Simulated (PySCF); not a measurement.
## Fractional electron number in Ar⁺ (argon, charge +1)

The 3p beta orbital of [Ne] 3s2 3p5 is emptied in steps (occupation f), with all orbitals relaxed, ending at [Ne] 3s2 3p4. All numbers are calculated (PySCF 2.14, the non-relativistic Hamiltonian (point nucleus), in aug-cc-pV(T+d)Z). The exact energy is a straight line in f; departures are measured from the line between the end points of the same method.

| f | UHF (eV) | LDA (eV) | PBE (eV) | PBE0 (eV) | r2SCAN (eV) | LC-wPBE (eV) | BHandHLYP (eV) | wB97X (eV) | TPSS (eV) | HSE06 (eV) |
| --- | --- | --- | --- | --- | --- | --- | --- | --- | --- | --- |
| 1 | 0.000 | 0.000 | 0.000 | 0.000 | 0.000 | 0.000 | 0.000 | 0.000 | 0.000 | 0.000 |
| 0.75 | 0.229 | -1.171 | -1.133 | -0.798 | -1.055 | -0.244 | -0.478 | -0.318 | -1.098 | -0.876 |
| 0.5 | 0.297 | -1.565 | -1.507 | -1.059 | -1.388 | -0.318 | -0.641 | -0.421 | -1.457 | -1.163 |
| 0.25 | 0.217 | -1.175 | -1.124 | -0.789 | -1.016 | -0.231 | -0.485 | -0.315 | -1.085 | -0.867 |
| 0 | 0.000 | 0.000 | 0.000 | 0.000 | 0.000 | 0.000 | 0.000 | 0.000 | 0.000 | 0.000 |

Task: For TPSS, how does the orbital energy at f = 1 compare with the removal energy?

Result: −ε = 21.747 eV against a total-energy difference of 27.611 eV. By Janak's theorem ε = ∂E/∂f, so the gap between them reflects the curvature. Along the path −ε is 24.697 (f = 0.75), 27.645 (f = 0.5), 30.545 (f = 0.25) eV.

```
   method  E(f=0) − E(f=1) (eV)  −ε at f=1 (eV)  −ε at f=0.5 (eV)
      UHF                26.372          27.633            26.339
      LDA                27.818          21.596            27.808
      PBE                27.599          21.555            27.623
     PBE0                27.612          23.347            27.636
   r2SCAN                27.674          22.000            27.772
  LC-wPBE                27.748          26.432            27.780
BHandHLYP                27.537          25.003            27.520
    wB97X                27.621          25.919            27.634
     TPSS                27.611          21.747            27.645
    HSE06                27.608          22.929            27.631
```

Reference removal energy between the ground levels: 27.630 eV (measured; NIST Atomic Spectra Database, ionization energies). The calculation has no spin-orbit coupling. UHF lacks correlation.
